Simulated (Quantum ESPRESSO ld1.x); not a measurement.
Coherent X-ray form factor from a spherical all-electron density. Method: scalar-relativistic Kohn-Sham, LDA (Slater exchange, VWN5 correlation), spin-polarised, spherical densities, point nucleus; computed with ld1.x of Quantum ESPRESSO 7.5.

| sin(theta)/lambda (1/angstrom) | f0 (electrons) |
|---|---|
| 0.05 | 50.347 |
| 0.1 | 48.546 |
| 0.15 | 45.979 |
| 0.2 | 43.083 |
| 0.25 | 40.188 |
| 0.3 | 37.470 |
| 0.4 | 32.718 |
| 0.5 | 28.747 |
| 0.6 | 25.434 |
| 0.8 | 20.615 |
| 1 | 17.577 |
| 1.25 | 14.851 |
| 1.5 | 12.453 |
| 2 | 8.533 |

The species is in the configuration that NIST lists as its ground one. Which atom or ion scatters so?

Answer. The xenon ion Xe3+, [Kr] 4d10 5s2 5p3. Extrapolating in s^2 from the first two rows gives f0(0) = 50.9, near the electron count 51; among species with that count, the fall with angle is slower the higher Z, and the table is that of Z = 54; from so few rows the species is fixed only to a neighbour or two.
